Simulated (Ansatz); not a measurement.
Reaction: CH5OSi (SMILES O[CH][SiH3], doublet) → CH5OSi (SMILES CO[SiH2], doublet)
Each species at its own B3LYP-D3(BJ)/def2-TZVP minimum (Ansatz, a quantum-chemistry and plane-wave program), one conformer.

Total energies in hartree (Ansatz). UHF or UKS for unpaired electrons; spin-orbit terms are left out. Cores are frozen in correlated methods. No relativity.

| species | HF/cc-pV(T+d)Z | CCSD(T)/cc-pV(T+d)Z | HF/cc-pV(Q+d)Z | CCSD(T)/cc-pV(Q+d)Z | CCSD(T)/cc-pV(D+d)Z | CCSDT(Q)/cc-pV(D+d)Z |
|---|---|---|---|---|---|---|
| 1: CH5OSi (SMILES [SiH3][CH]O, doublet) | -404.57989 | -405.15099 | -404.59288 | -405.19915 | -404.99127 | -404.99325 |
| 2: CH5OSi (SMILES [SiH2]OC, doublet) | -404.61863 | -405.19033 | -404.63171 | -405.23825 | -405.02517 | -405.02701 |

### Question
Work out the isomerisation energy (electronic) in kcal/mol: take Hartree-Fock from cc-pV(Q+d)Z, extrapolate the CCSD(T) correlation energy as X^-3 (X = 3, 4), and add CCSDT(Q) - CCSD(T) in cc-pV(D+d)Z. 1 hartree = 627.51 kcal/mol.

### Answer

Species 1: correlation (64·(-0.60627) - 27·(-0.57110))/37 = -0.63193; step -0.00198; E1 = -404.59288 + (-0.63193) + (-0.00198) = -405.22679
Species 2: correlation (64·(-0.60654) - 27·(-0.57170))/37 = -0.63196; step -0.00184; E2 = -404.63171 + (-0.63196) + (-0.00184) = -405.26551
-1·E1 +1·E2 = -0.03872 hartree = -24.3 kcal/mol.
